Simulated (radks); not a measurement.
Q: The hydrogen anion H-, [He], held by a Watson sphere: a shell of charge +1 at radius R that stands for the Madelung well of a crystal (potential energy -1/R inside, -1/r outside, in hartree with lengths in bohr). All-electron calculation, non-relativistic Kohn-Sham, LDA (Slater exchange, Perdew-Wang correlation), spin-polarised, spherical densities, point nucleus. Program: a radial shooting solver on a logarithmic mesh with Libxc functionals. Response by self-consistent Sternheimer equations with the Hartree and adiabatic LDA kernel. The sphere does not respond.

R (bohr)  e(1s) (eV)  <r> 1s (bohr)  sum of <r^2> (bohr^2)  X-ray form factor at sin(theta)/lambda = 0.1 1/angstrom  alpha (bohr^3)
1.46          -8.211          1.622                  6.959                                                    1.570           10.01
1.64          -7.699          1.694                  7.590                                                    1.538           11.82
1.83          -7.219          1.764                  8.252                                                    1.505           13.90
1.93          -6.987          1.800                  8.596                                                    1.488           15.07
2.08          -6.663          1.850                  9.108                                                    1.465           16.91
2.1           -6.621          1.857                  9.175                                                    1.462           17.16
2.16          -6.500          1.876                  9.377                                                    1.452           17.93
2.52          -5.845          1.984                  10.56                                                    1.401           22.91

Estimate the row for R = 2.2 bohr.

A: e(1s) (eV) -6.421; <r> 1s (bohr) 1.889; sum of <r^2> (bohr^2) 9.511; X-ray form factor at sin(theta)/lambda = 0.1 1/angstrom 1.446; alpha (bohr^3) 18.46.
